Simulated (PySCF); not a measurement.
Species: CH₉O₂PSi₃ (charge +1 and doublet state).
Z-matrix (Å and degrees, GFN2-xTB geometry), rows numbered from 1:
```
O 
C   1  1.1883
O   2  1.3321  1  121.80
Si  3  1.6590  2  114.67  1    -0.08
P   4  2.2676  3   95.40  2  -179.20
Si  5  2.3037  4  118.41  3   -23.34
Si  5  2.2908  4  115.01  3   154.36
H   2  1.0963  1  126.04  3  -179.85
H   4  1.4548  3  111.29  2    67.92
H   4  1.4545  3  111.55  2   -67.15
H   6  1.4618  5  102.05  4   153.69
H   6  1.4597  5  104.20  4    33.24
H   6  1.4635  5  102.86  4   -87.30
H   7  1.4593  5  102.98  4  -158.28
H   7  1.4604  5  104.11  4   -37.81
H   7  1.4602  5  103.55  4    82.07
```

The hyperfine couplings belong to this conformer and change with its torsions.

The species is `P([SiH2]OC=[O+])([SiH3])[SiH3]` [radical] (charge +1).

Method used: PySCF, UKS B3LYP, pcH-1 on C H O P Si, non-relativistic, mean-field spin-orbit, GIAO. One conformer (not necessarily the lowest) at the GFN2-xTB geometry, without solvent, vibrations or thermal averaging. GFN2-xTB frequencies show an imaginary mode (35i cm⁻¹), so this geometry is no minimum at that level. The geometry wasn't refined by DFT: couplings that depend on bond lengths, twists or pyramidal angles can differ widely from those at the functional's own minimum, by a factor of two or more for some ions and for spin on atoms past the first row. The SCF solution wasn't tested for stability.

(1) Predict the first-order ENDOR lines of H9/H10, H11 (×6) and H8 under fast tumbling at B = 332.0 mT (X band).

(2) Which pairs are centred on the nuclear Larmor frequency, and which on half the coupling?

(3) At what field would the lower line of H9/H10 fall to zero frequency?

Results:

(1) For S = 1/2 in fast tumbling each set of equivalent nuclei gives two lines, ν± = |νn ± a/2| to first order, with νn = g_N μN B/h and μN/h = 7.62259 MHz/T.

```csv
nuclei,isotope,g_N,νn (MHz),a_iso (MHz),lower line (MHz),upper line (MHz)
H9/H10,1H,5.5857,14.14,32.97,2.35,30.62
H11 (×6),1H,5.5857,14.14,32.33,2.03,30.30
H8,1H,5.5857,14.14,1.64,13.32,14.96
```

(2) Centred on νn, since |a| < 2νn: H8. Centred on |a|/2 and split by 2νn: H9/H10 and H11 (×6).

(3) Where νn = |a|/2, that is B = 16.48 MHz/(5.5857 × 7.62259 MHz/T) = 387 mT, as far as first order holds there.

Couplings of abundant isotopes left out: P5 (256.4 MHz).

Nuclei that the bonding pattern makes equivalent are averaged, as if the motion that swaps them (rotation, inversion, ring flip) were fast. The six 1H nuclei of mean +32.3 MHz run from 7.5 to 65.6 MHz in the frozen geometry. The 1H value of +33.0 MHz is a mean of couplings from 20.7 to 45.3 MHz in this one geometry, not an average over conformers.

The largest Mulliken spin population is on P5 (+1.00). The angles at P5 add up to 360.0°, so it is planar.

Hardware: an Intel Xeon at 2.60 GHz with one thread (shared host). Cost: 2.0 min (with the writing of density and orbital grids), 1.1 GiB resident at most.

The SMILES draws the unpaired electron on O1; the largest computed Mulliken spin population is on P5 (1.00 against 0.00).
